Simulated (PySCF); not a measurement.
2,3-dihydrothiophene (C₄H₆S), SMILES C1=CSCC1.

Coordinates come from a PBE-D3(BJ)/def2-SVP optimisation. One conformer was computed; it need not be the lowest.

Two levels are set side by side: PBE/def2-TZVP (PySCF) and M06-2X/def2-TZVP (PySCF). Same geometry, gas phase. Differences are taken from unrounded values.

| quantity | M06-2X |
|---|---|
| orbital gap (eV) | 7.95 |
| highest occupied level (eV) | -6.96 |
| lowest empty level (eV) | 0.99 |
| dipole moment (D) | 1.59 |
| mean polarisability (bohr³) | 63.1 |

Task: What does PBE give, and how far is it from M06-2X? (Estimate from the structure and the level; the computed values follow.)

Result: 
```json
[
 {"quantity": "orbital gap (eV)", "PBE": "3.91", "PBE minus M06-2X": "-4.04"},
 {"quantity": "highest occupied level (eV)", "PBE": "-4.78", "PBE minus M06-2X": "2.17"},
 {"quantity": "lowest empty level (eV)", "PBE": "-0.88", "PBE minus M06-2X": "-1.87"},
 {"quantity": "dipole moment (D)", "PBE": "1.49", "PBE minus M06-2X": "-0.11"},
 {"quantity": "mean polarisability (bohr³)", "PBE": "65.1", "PBE minus M06-2X": "2.0"}
]
```

Without exact exchange PBE keeps part of each electron's self-repulsion, which lifts occupied levels and narrows the gap. PBE's more diffuse valence density responds more strongly to a field. Differences between two approximate levels are no errors against the true value.

Rough cost on one machine, each run with all the roots and properties that it gave: M06-2X against PBE about 3 times.
